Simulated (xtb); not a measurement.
FGeH3Te, SMILES [GeH3][Te]F. All values are semi-empirical tight-binding results from xtb (GFN2-xTB unless named), good for trends rather than for accurate numbers. Geometry optimised at GFN2-xTB.

A frequency run showed that this geometry is not a minimum.

For metal compounds this method's bond lengths and energies can be far off.

Q: Estimate the properties. (The exact figures need the calculation; the answer reports its results.)

A: 
```json
{
  "orbital_gap": "3.00 eV"
}
```
